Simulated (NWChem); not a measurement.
SiNH3O, singlet; SMILES N[Si]O

```xyz
6

Si    -0.6591     0.0603     0.0000
O      0.4103     1.3490     0.0000
H      1.3631     1.2022     0.0000
N      0.4148    -1.2944     0.0000
H      1.4323    -1.2941     0.0000
H      0.0480    -2.2412     0.0000
```
Atoms are numbered in this order, from 1.

Low-valent species are run as closed-shell singlets; no triplet was tried in these runs. Geometry: optimised at PBE0/def2-SVP. B3LYP is NWChem's, with the RPA form of VWN correlation.

 Unshifted, non-relativistic core excitations; the lowest 4 roots alone, so stronger bands may lie above.

Question: List the first O K-edge excitations from B3LYP/def2-TZVP, restricted-window TDA (NWChem).

Answer: 
```json
[
 {"state": "S1", "energy (eV)": "518.0", "dipole oscillator strength": "0.0108", "leading excitation (squared amplitude)": "1s of atom 2 or its equivalents → LUMO (0.99)"},
 {"state": "S2", "energy (eV)": "519.3", "dipole oscillator strength": "0.0104", "leading excitation (squared amplitude)": "1s of atom 2 or its equivalents → LUMO+1 (0.71)"},
 {"state": "S3", "energy (eV)": "519.8", "dipole oscillator strength": "0.0022", "leading excitation (squared amplitude)": "1s of atom 2 or its equivalents → LUMO+2 (0.73)"},
 {"state": "S4", "energy (eV)": "521.2", "dipole oscillator strength": "0.0141", "leading excitation (squared amplitude)": "1s of atom 2 or its equivalents → LUMO+3 (0.68)"}
]
```
